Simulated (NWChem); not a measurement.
Molecule: C2H6ClNSi; SMILES C(=N/C)/[SiH2]Cl

All runs: NWChem. B3LYP is NWChem's, with the RPA form of VWN correlation. Each level has its own optimisation; frequencies are unscaled. Brackets give each atom's bonded neighbours. One conformer.

| level | r C–N [C(HHHN)–N(CC)] (Å) | r C–N [C(HNSi)–N(CC)] (Å) | r C–Si (Å) | r C–H [C(HNSi)–H(C)] (Å) | highest harmonic frequency (cm⁻¹) | lowest (cm⁻¹) | zero-point energy (kcal/mol) | dipole (D) |
|---|---|---|---|---|---|---|---|---|
| B3LYP/3-21G | 1.477 | 1.278 | 1.928 | 1.094 | 3122 | 51 | 48.6 | 2.53 |
| Hartree-Fock/STO-3G | 1.491 | 1.277 | 1.871 | 1.091 | 3733 | 60 | 58.7 | 2.61 |
| PBE-D3(BJ)/def2-SVP | 1.442 | 1.281 | 1.919 | 1.115 | 3039 | 70 | 47.1 | 0.99 |
